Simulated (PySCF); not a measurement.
thionyl fluoride anion (F2OS), SMILES S(F)(=O)F (connectivity only; charge and spin as stated), charge -1, multiplicity 2. Geometry: ωB97X-D3(BJ)/def2-SVPD. The spin state was assumed, not searched.

These are ωB97X-D3(BJ)/def2-SVPD (PySCF) values and carry that method's errors.

Harmonic wavenumbers (cm⁻¹): 195, 259, 354, 404, 469, 1152. Rotational constants (GHz): 14.67, 3.832, 3.039; symmetry number 2.

Work out the zero-point energy and the ideal-gas rigid-rotor harmonic-oscillator thermochemistry at 298.15 K and 1 atm.

ZPE = ½ Σ hcν = ½ × 2834 cm⁻¹ = 4.05 kcal/mol. H − E(el) = 7.66 kcal/mol. Entropy in cal/(mol K): translation 39.27, rotation 23.67, vibration 6.73, spin 1.38, total 71.05. G − E(el) = -13.52 kcal/mol. Cp = 16.13 cal/(mol K).
